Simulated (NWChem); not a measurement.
System: ScH2O2Cl; SMILES [OH][Sc]([Cl])[OH]

Excerpt of the output:

```
             Northwest Computational Chemistry Package (NWChem) 7.3.0
             --------------------------------------------------------

                             Geometry "geometry" -> ""
                             -------------------------

 Output coordinates in angstroms (scale by  1.889725989 to convert to a.u.)

  No.       Tag          Charge          X              Y              Z
 ---- ---------------- ---------- -------------- -------------- --------------
    1 Sc                  21.0000     0.00000000     0.01736500    -0.42076600
    2 Cl                  17.0000     0.00000000     0.01790000     1.90563500
    3 O                    8.0000     0.00000000     1.58695900    -1.39435500
    4 H                    1.0000     0.00000000     2.52726000    -1.62714800
    5 O                    8.0000     0.00000000    -1.59544700    -1.34419000
    6 H                    1.0000     0.00000000    -2.03406100    -2.20895600

 Effective nuclear repulsion energy (a.u.)     250.4687749134

                              NWChem Property Module
                              ----------------------

                                 NWChem DFT Module
                                 -----------------

 Summary of "ao basis" -> "ao basis" (spherical)
 ------------------------------------------------------------------------------
       Tag                 Description            Shells   Functions and Types
 ---------------- ------------------------------  ------  ---------------------
 Sc                          6-31g*                 12       34   5s4p2d1f
 Cl                          6-31g*                  8       18   4s3p1d
 O                           6-31g*                  6       14   3s2p1d
 H                           6-31g*                  2        2   2s

            General Information
            -------------------
          SCF calculation type: DFT
          Wavefunction type:  closed shell.
          No. of atoms     :     6
          No. of electrons :    56
           Alpha electrons :    28
            Beta electrons :    28
          Charge           :     0
          Spin multiplicity:     1
          Use of symmetry is: off; symmetry adaption is: off
          Maximum number of iterations: 150
          AO basis - number of functions:    84
                     number of shells:    36
          Convergence on energy requested:  1.00D-06
          Convergence on density requested:  1.00D-05
          Convergence on gradient requested:  5.00D-04

              XC Information
              --------------
                         B3LYP Method XC Potential
                     Hartree-Fock (Exact) Exchange  0.200
                        Slater Exchange Functional  0.800 local
                    Becke 1988 Exchange Functional  0.720 non-local
              Lee-Yang-Parr Correlation Functional  0.810
                  VWN I RPA Correlation Functional  0.190 local

             Grid Information
             ----------------
          Grid used for XC integration:  medium
          Radial quadrature: Mura-Knowles
          Angular quadrature: Lebedev.
          Tag              B.-S. Rad. Rad. Pts. Rad. Cut. Ang. Pts.
          ---              ---------- --------- --------- ---------
          Sc                  1.60      112          10.0       590
          Cl                  1.00       88          11.0       590
          O                   0.60       49          10.0       434
          H                   0.35       45          11.0       434
          Grid pruning is: on
          Number of quadrature shells:   388
          Spatial weights used:  Erf1

      Superposition of Atomic Density Guess
      -------------------------------------

 Sum of atomic energies:       -1369.63348364

      Non-variational initial energy
      ------------------------------

 Total energy =   -1369.871395
 1-e energy   =   -2380.611735
 2-e energy   =     760.271565
 HOMO         =      -0.468620
 LUMO         =      -0.083137

   convergence    iter        energy       DeltaE   RMS-Dens  Diis-err
 ---------------- ----- ----------------- --------- --------- ---------
 d= 0,ls=0.0,diis     1  -1372.4561417421 -1.62D+03  4.24D-02  1.85D+00
 d= 0,ls=0.0,diis     2  -1364.8196455300  7.64D+00  3.42D-02  7.85D+01
 d= 0,ls=0.0,diis     3  -1372.6273605746 -7.81D+00  5.26D-03  9.17D-01
 d= 0,ls=0.0,diis     4  -1372.7067095945 -7.93D-02  2.20D-03  5.52D-02
 d= 0,ls=0.0,diis     5  -1372.7133510310 -6.64D-03  8.62D-04  1.36D-02
  Resetting Diis
 d= 0,ls=0.0,diis     6  -1372.7145333589 -1.18D-03  3.48D-04  2.13D-03
 d= 0,ls=0.0,diis     7  -1372.7147399227 -2.07D-04  2.95D-04  1.45D-04
 d= 0,ls=0.0,diis     8  -1372.7147147089  2.52D-05  1.69D-04  3.22D-04
 d= 0,ls=0.0,diis     9  -1372.7147618387 -4.71D-05  1.70D-05  6.70D-06
 d= 0,ls=0.0,diis    10  -1372.7147625308 -6.92D-07  3.49D-06  3.06D-07

         Total DFT energy =    -1372.714762530796
      One electron energy =    -2386.185757363087
           Coulomb energy =      848.371210834702
    Exchange-Corr. energy =      -85.368990915845
 Nuclear repulsion energy =      250.468774913434

 Numeric. integr. density =       56.000001860902

                       DFT Final Molecular Orbital Analysis
                       ------------------------------------

 Vector   26  Occ=2.000000D+00  E=-3.153387D-01
              MO Center=  1.8D-09, -4.2D-01,  3.7D-01, r^2= 4.5D+00
   Bfn.  Coefficient  Atom+Function         Bfn.  Coefficient  Atom+Function
  ----- ------------  ---------------      ----- ------------  ---------------
    43      0.483088  2 Cl pz                72      0.324946  5 O  py
    76      0.239925  5 O  py                47      0.219838  2 Cl pz
    39     -0.190000  2 Cl pz                13     -0.176929  1 Sc pz
    73     -0.176067  5 O  pz                57     -0.164529  3 O  pz
     9      0.160211  1 Sc pz                42      0.159758  2 Cl py

 Vector   27  Occ=2.000000D+00  E=-3.002198D-01
              MO Center=  9.5D-10,  1.3D-02,  1.7D+00, r^2= 1.7D+00
   Bfn.  Coefficient  Atom+Function         Bfn.  Coefficient  Atom+Function
  ----- ------------  ---------------      ----- ------------  ---------------
    41      0.676242  2 Cl px                45      0.388669  2 Cl px
    37     -0.267473  2 Cl px                11      0.086657  1 Sc px
    26     -0.077865  1 Sc d  1              21     -0.076811  1 Sc d  1
    71      0.072242  5 O  px                55      0.064658  3 O  px
     7     -0.059221  1 Sc px                75      0.054986  5 O  px

 Vector   28  Occ=2.000000D+00  E=-2.907198D-01
              MO Center= -2.7D-10, -1.7D-01,  1.2D+00, r^2= 3.3D+00
   Bfn.  Coefficient  Atom+Function         Bfn.  Coefficient  Atom+Function
  ----- ------------  ---------------      ----- ------------  ---------------
    42      0.631098  2 Cl py                46      0.366530  2 Cl py
    38     -0.248914  2 Cl py                72     -0.218509  5 O  py
    76     -0.182511  5 O  py                73      0.134170  5 O  pz
    57     -0.131111  3 O  pz                77      0.106178  5 O  pz
    61     -0.103679  3 O  pz                 8     -0.052214  1 Sc py

 Vector   29  Occ=0.000000D+00  E=-7.949429D-02
              MO Center= -8.5D-10,  5.2D-02, -4.6D-01, r^2= 3.1D+00
   Bfn.  Coefficient  Atom+Function         Bfn.  Coefficient  Atom+Function
  ----- ------------  ---------------      ----- ------------  ---------------
    14      0.496893  1 Sc s                 22      0.410591  1 Sc d  2
    27      0.311245  1 Sc d  2              10     -0.308239  1 Sc s
    20     -0.273073  1 Sc d  0               6      0.215690  1 Sc s
    25     -0.203778  1 Sc d  0              44     -0.111999  2 Cl s
    68     -0.066334  4 H  s                  2     -0.064597  1 Sc s

 Vector   30  Occ=0.000000D+00  E=-3.824336D-02
              MO Center= -6.3D-11,  2.0D-02, -2.4D-01, r^2= 1.5D+00
   Bfn.  Coefficient  Atom+Function         Bfn.  Coefficient  Atom+Function
  ----- ------------  ---------------      ----- ------------  ---------------
    21      0.674362  1 Sc d  1              26      0.486502  1 Sc d  1
    41      0.210908  2 Cl px                45      0.149017  2 Cl px
    11     -0.128956  1 Sc px                55     -0.092027  3 O  px
    59     -0.088715  3 O  px                71     -0.084379  5 O  px
    37     -0.078719  2 Cl px                75     -0.078396  5 O  px

 Vector   31  Occ=0.000000D+00  E=-1.869929D-02
              MO Center= -3.3D-10,  1.7D-02, -5.2D-01, r^2= 1.3D+00
   Bfn.  Coefficient  Atom+Function         Bfn.  Coefficient  Atom+Function
  ----- ------------  ---------------      ----- ------------  ---------------
    18      0.695601  1 Sc d -2              23      0.481415  1 Sc d -2
    71      0.185939  5 O  px                55     -0.184023  3 O  px
    59     -0.183872  3 O  px                75      0.184243  5 O  px

     Multipole analysis of the density
     ---------------------------------

     L   x y z        total         alpha         beta         nuclear
     -   - - -        -----         -----         ----         -------
     0   0 0 0     -0.000000    -28.000000    -28.000000     56.000000

     1   1 0 0     -0.000000     -0.000000     -0.000000      0.000000
     1   0 1 0      0.411257     -0.828297     -0.828297      2.067852
     1   0 0 1     -1.610804      1.258892      1.258892     -4.128588

     2   2 0 0    -27.995577    -13.997789    -13.997789      0.000000
     2   1 1 0     -0.000000     -0.000000     -0.000000      0.000000
     2   1 0 1     -0.000000     -0.000000     -0.000000      0.000000
     2   0 2 0    -27.520514   -104.906936   -104.906936    182.293358
     2   0 1 1      0.599721     -0.167536     -0.167536      0.934793
     2   0 0 2    -33.094622   -200.435989   -200.435989    367.777355

 *** CALLING NEW AORESP DRIVER FOR CLOSED AND OPEN SHELLS ***
 Entering AOResponse driver routine

--------------------------------------------------------------------------------

          -----------------------------------------------
          Solving response equations for perturbing field
          -----------------------------------------------

 number of frequencies:     1
 frequency in a.u.:  0.7730000E-01
 Perturbing field: electric
 Using El. Dipole Length Gauge

 Setting up CPKS with frequency omega =      0.07730000 a.u.

                            NWChem Dynamic CPHF Module
                            --------------------------

    scftype = RHF
    nclosed =   28
      nopen =    0
  variables =     3136
  num. vecs =        3
  tolerance =   1.0D-04
  max. iter =   50

 SCF residual:    1.0693083449557886E-004

Iterative solution of linear equations
  No. of variables     3136
  No. of equations        3
  Maximum subspace       30
       Convergence  1.0D-04

   iter   nsub   residual    time
   ----  ------  --------  ---------
     1      3    3.60D+00      47.1
     2      6    2.76D+00      64.3
     3      9    7.84D-01      81.9
     4     12    1.55D-01      99.1
     5     15    3.46D-02     119.6
     6     18    1.16D-02     140.8
     7     21    2.60D-03     162.2
     8     24    4.81D-04     189.3
     9     27    9.62D-05     211.0

 Electric Dipole Response Matrix (nonzero elements):

              1        2        3
    1   27.8018  -0.0000   0.0000
    2   -0.0000  47.4200   0.9272
    3    0.0000   0.9272  57.6933

 ------------------------------------------
 average:        44.30504 + I       0.00000

 DFT Linear Response polarizability / au
 Frequency  =       0.0773000 / au
 Wavelength =     589.4353558 / nm
              X              Y              Z
 -----------------------------------------------
 X      27.8018491     -0.0000000      0.0000000
 Y      -0.0000000     47.4199963      0.9272285
 Z       0.0000000      0.9272202     57.6932891
 -----------------------------------------------
 Eigenvalues =      27.8018491     47.3369790     57.7763064
 Isotropic   =      44.3050448
 Anisotropic =      26.3540219
 -----------------------------------------------

 Magnetic Dipole Response Matrix (nonzero elements):

 Exiting AOResponse driver routine
```

Level: B3LYP/6-31G* (spherical d). Coordinates come from a PBE-D3(BJ)/def2-SVP optimisation.

Question: Write an input that gives this output.

Answer: Several could match; the one computed here: the input that was run:
```
start job
memory heap 200 mb stack 900 mb global 1100 mb
geometry units angstroms noautosym nocenter noautoz
  Sc     0.000000     0.017365    -0.420766
  Cl    -0.000000     0.017900     1.905635
  O     -0.000000     1.586959    -1.394355
  H      0.000000     2.527260    -1.627148
  O      0.000000    -1.595447    -1.344190
  H     -0.000000    -2.034061    -2.208956
end
basis spherical
  * library 6-31g*
end
dft
  xc b3lyp
  iterations 150
end
property
  response 1 0.0773
end
task dft property
```
